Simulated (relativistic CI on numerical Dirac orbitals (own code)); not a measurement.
## Ru⁶⁺: sensitivity of the levels to the model

Base calculation: Dirac-Coulomb-Breit CI, orbitals from a KLI potential per configuration, model QED, unscaled Slater integrals.

Configurations in the expansion (outside the closed core [Ar] 3d10): 4s2 4p6 4d2, 4s2 4p6 4d 5s, 4s2 4p6 4d 4f, 4s2 4p5 4d3, 4s2 4p6 4d 5p, 4s2 4p6 4f2, 4s2 4p6 4d 5d, 4s2 4p6 5s2, 4s 4p6 4d3, 4s2 4p6 4d 6s, 4s2 4p5 4d2 4f, 4s2 4p6 4d 6p, 4s2 4p6 5s 5p, 4s2 4p6 4d 5f, 4s2 4p6 4d 6d. Double excitations out of closed p, d and f shells are left out; levels of such configurations are missing from the list, as are those of other unlisted configurations, and high levels can miss mixing partners. These lack a partner that the ground configuration has and come out too high: 4s2 4p5 4d2 4f.

The lowest level and the first level of each name with at least 55 % of one term (blank where a level has no safe partner in the second run):

| Level | Base (cm⁻¹) | Shift (cm⁻¹) |
| --- | --- | --- |
| 4s2 4p6 4d2 3F_2 | 0.0 | 0.0 |
| 4s2 4p6 4d2 3F_3 | 2680.4 | -3.5 |
| 4s2 4p6 4d2 3F_4 | 5648.2 | +10.9 |
| 4s2 4p6 4d2 1D_2 | 15330.9 | +816.0 |
| 4s2 4p6 4d2 3P_0 | 15698.0 | +1411.0 |
| 4s2 4p6 4d2 3P_1 | 16815.4 | +1417.5 |
| 4s2 4p6 4d2 3P_2 | 20015.9 | +1106.3 |
| 4s2 4p6 4d2 1G_4 | 23495.4 | +1026.4 |
| 4s2 4p6 4d2 1S_0 | 58526.9 | -2044.8 |
| 4s2 4p6 4d 5s 3D_1 | 203836.2 | -11409.4 |
| 4s2 4p6 4d 5s 3D_2 | 204960.8 | -11396.7 |
| 4s2 4p6 4d 5s 3D_3 | 207913.0 | -11412.8 |
| 4s2 4p6 4d 5s 1D_2 | 213548.8 | -11147.4 |
| 4s2 4p6 4d 5p 3D°_1 | 277993.4 | -11265.5 |

At this charge configurations can still be misplaced by up to about 7 % of their energy. Terms inside the open d or f shell come out 10 to 20 % too wide with unscaled integrals.

**Question.** One thing was changed in a second run, which moved the levels as shown. Which?
A. configuration mixing switched off
B. Breit term removed
C. QED terms removed

**Answer.** A. Configuration mixing switched off. Without mixing, levels that were pushed by configurations of the same parity and J return to their single-configuration places.

LS names give the leading component of a level, which can be under half, so a name can repeat, a term be missing and a line seem to break the LS rules.
